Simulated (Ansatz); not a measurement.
A made-up structure of InHClO (charge -1), closed shell:

```
atom    x (Å)    y (Å)    z (Å)
  O1  -2.1919  -0.7247   0.2757
 In2  -0.3228   0.1416  -0.1474
 Cl3   1.9700  -0.9902   0.9948
  H4   0.5448   1.5733  -1.1232
```

It is relaxed with PBE-D4/def2-SVPD and then PBE0-D4/def2-TZVPD (Ansatz 0.2.0). Atoms count as bonded within 1.22 times the sum of their covalent radii (H–H: 0.88 Å). The end point is not checked to be a true minimum.

Problem. Does its bonding change? (Judge from chemistry; the calculation decides.)

Solution. Computed: No: no bond forms or breaks.

Where it ends: The first stage lowers the energy by 0.55 eV in 5 steps. It ends as InHClO ([O][InH][Cl]), total charge -1:
```
atom    x (Å)    y (Å)    z (Å)
  O1  -1.9571  -0.6468   0.2461
 In2  -0.2886   0.1270  -0.1320
 Cl3   1.7582  -0.8846   0.8885
  H4   0.4875   1.4044  -1.0025
```

Labels in which every atom is bracketed show which atoms are joined, not bond orders.

For scale, one of the runs: PBE0-D4/def2-TZVPD relaxation, 151 basis functions, launched by `ansatz run in.yaml --threads 2 --pin off --events-out ev --progress --plain --max-ram 4352MiB`. The run took about 17 s on 2 CPU threads of an Arm Neoverse V1 (shared host).
